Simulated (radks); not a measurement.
Fe2+, configuration [Ar] 3d5.5 4s0.5 (fractional occupations, a model configuration). Method: non-relativistic Kohn-Sham, r2SCAN, spin-polarised, spherical densities, point nucleus; open shells are filled with parallel spins first; meta-GGA in the generalised Kohn-Sham scheme; computed with a radial shooting solver on a logarithmic mesh with Libxc functionals.

Local quantities along the radius. ELF = 1/(1 + alpha^2) is the electron localisation function; alpha = (tau - tau_W)/tau_unif compares the Pauli kinetic energy density with that of the uniform gas (summed over spins); r v_xc is r times the local exchange-correlation potential of spin up (hartree bohr, multiplicative part alone); -r V(r) is the screened charge that the Kohn-Sham potential of spin up presents (atomic units).

r (bohr)    ELF    alpha    r v_xc  -r V(r)
0.002506  1.000  0.01503  -0.09545    25.81
0.002871  1.000  0.01541   -0.1043    25.77
0.00329   1.000  0.01587   -0.1144    25.74
0.003739  1.000  0.01638   -0.1250    25.70
0.004283  1.000  0.01701   -0.1376    25.65
0.004907  1.000  0.01777   -0.1519    25.59
0.005578  1.000  0.01863   -0.1668    25.53
0.00639   1.000  0.01972   -0.1844    25.46
0.007321  1.000  0.02106   -0.2039    25.37
0.008321  0.999  0.02259   -0.2242    25.28
0.009533  0.999  0.02461   -0.2478    25.17
0.01083   0.999  0.02698   -0.2721    25.05
0.01241   0.999  0.03017   -0.3000    24.91
0.01422   0.999  0.03430   -0.3301    24.75
0.01616   0.998  0.03937   -0.3603    24.57
0.01852   0.998  0.04653   -0.3941    24.37
0.02122   0.997  0.05635   -0.4295    24.14
0.02411   0.995  0.06919   -0.4641    23.89
0.02763   0.992  0.08863   -0.5018    23.60
0.03165   0.986   0.1174   -0.5405    23.28
0.03597   0.976   0.1581   -0.5781    22.95
0.04121   0.952   0.2246   -0.6194    22.56
0.04722   0.902   0.3302   -0.6575    22.13
0.05366   0.810   0.4851   -0.6716    21.68
0.06148   0.651   0.7329   -0.6243    21.09
0.07044   0.466    1.071   -0.5422    20.41
0.08006   0.335    1.408   -0.5501    19.82
0.09172   0.277    1.615   -0.6138    19.20
0.1051    0.301    1.525   -0.6912    18.54
0.1194    0.395    1.237   -0.7212    17.82
0.1368    0.548   0.9074   -0.8649    17.11
0.1555    0.685   0.6778   -0.9520    16.36
0.1782    0.780   0.5311   -0.9992    15.50
0.2041    0.822   0.4650    -1.028    14.60
0.232     0.819   0.4699    -1.061    13.76
0.2658    0.753   0.5722    -1.052    12.84
0.3045    0.574   0.8619   -0.9090    11.80
0.3461    0.330    1.425   -0.7989    10.84
0.3965    0.184    2.108   -0.8640    9.981
0.4543    0.197    2.019   -0.7419    8.915
0.5163    0.357    1.343    -1.083    8.350
0.5915    0.600   0.8160    -1.237    7.544
0.6777    0.745   0.5856    -1.331    6.721
0.7703    0.792   0.5122    -1.340    5.947
0.8825    0.789   0.5176    -1.330    5.225
1.011     0.741   0.5918    -1.303    4.630
1.149     0.649   0.7352    -1.216    4.137
1.317     0.502   0.9954    -1.067    3.676
1.508     0.338    1.399   -0.8942    3.288
1.714     0.220    1.884   -0.7842    3.040
1.964     0.153    2.350   -0.7356    2.892
2.232     0.133    2.558   -0.6789    2.773
2.557     0.137    2.510   -0.6317    2.683
2.93      0.154    2.342   -0.5704    2.596
3.33      0.168    2.225   -0.5055    2.517
3.815     0.165    2.252   -0.3710    2.376
4.371     0.135    2.536   -0.2303    2.232
4.968     0.089    3.196   0.05174    1.949
5.692     0.042    4.780    0.1516    1.849
6.521     0.014    8.294   0.09007    1.910

On this mesh the ELF has minima near r = 0.092, 0.40 bohr, which separate the shells, and maxima near 0.20 (0.82), 0.77 (0.79), 3.3 (0.17).

Self-consistent cycle (total energy in hartree, residual of the potential): 1: -1260.512186, 4e+00; 2: -1262.130779, 2e+00; 3: -1262.681616, 5e-01; 4: -1262.673377, 3e-01; 5: -1262.695256, 3e-02; 6: -1262.695446, 5e-03; 7: -1262.695452, 9e-04; 8: -1262.695452, 5e-05; 9: -1262.695452, 2e-05; 10: -1262.695452, 9e-06; 11: -1262.695452, 6e-07.
